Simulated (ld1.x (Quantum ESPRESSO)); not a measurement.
Before and after: ultrasoft potential for nitrogen (N)

nitrogen, ultrasoft, made with ld1.x (Quantum ESPRESSO) 7.5 (PBE, non-relativistic). Core [He], reference 2s2 2p2.5 (charge +0.5). Waves: 2s (bound): rcut 0.95, rcutus 1.10 bohr; 2s channel at -1.3 Ry: rcut 0.95, rcutus 1.10 bohr; 2p (bound): rcut 1.65, rcutus 2.10 bohr; 2p channel at 0.05 Ry: rcut 1.65, rcutus 2.10 bohr; 3d channel at 0.4 Ry: rcut 1.70, rcutus 2.00 bohr. Local part: all-electron potential smoothed inside 1.50 bohr (lloc = -1). Core correction: a·sin(br)/r model core inside 0.60 bohr. Augmentation charge: PSQ, inside the norm-conserving radii.

Change: core correction none.

Cutoffs: the cutoffs (Ry, on a coarse ladder) from which the occupation-weighted sum of valence levels, in a spherical-Bessel basis at the reference potential, stays within 10 and 1 mRy of its value at 400 Ry; they do not see the model core or the augmentation charge, which bear on the density cutoff. Errors are all-electron minus pseudo energies relative to the spin-unpolarised reference configuration.

What does the change do?

The potential gets neither clearly harder nor softer (15 Ry and 25 Ry → 15 Ry and 25 Ry); of the 7 tests that both files solve, the error grows in 4 and shrinks in 0 by more than 15 % and 0.3 meV (median size 11.7 → 11.7 meV); neither file shows a bound ghost. Exchange and correlation are not linear in the density, so unscreening with the valence charge alone errs where core and valence overlap; a model core restores that term.

```csv
quantity,base,changed
"cutoff, loose",15 Ry,15 Ry
"cutoff, tight",25 Ry,25 Ry
bound ghosts,none,none
"error for 2s2 2p3, meV [ΔE -5.10 eV]",+5.5,+5.6
"error for 2s2 2p2, meV [ΔE 8.50 eV]",+7.6,+8.3
"error for 2s2 2p1, meV [ΔE 37.36 eV]",+73,+94
"error for 2s2 2p3.3, meV [ΔE -6.72 eV]",+12,+12
"error for 2s2 2p0, meV [ΔE 84.44 eV]",+206,+372
"error for 2s0 2p5, meV [ΔE 17.88 eV]",+20,+28
"error for 2s1 2p3, meV [ΔE 20.25 eV]",+0.9,-2.0
s: phases at 2.31 bohr within 0.05 rad from the reference energy up to (Ry; the scan ends near 5),to the end of the scan,to the end of the scan
p: phases at 2.31 bohr within 0.05 rad from the reference energy up to (Ry; the scan ends near 5),1.6,1.6
d: phases at 2.31 bohr within 0.05 rad from the reference energy up to (Ry; the scan ends near 5),to the end of the scan,to the end of the scan
lowest overlap eigenvalue by channel,"s 0.52, p 0.37, d 0.99","s 0.52, p 0.37, d 0.99"
```
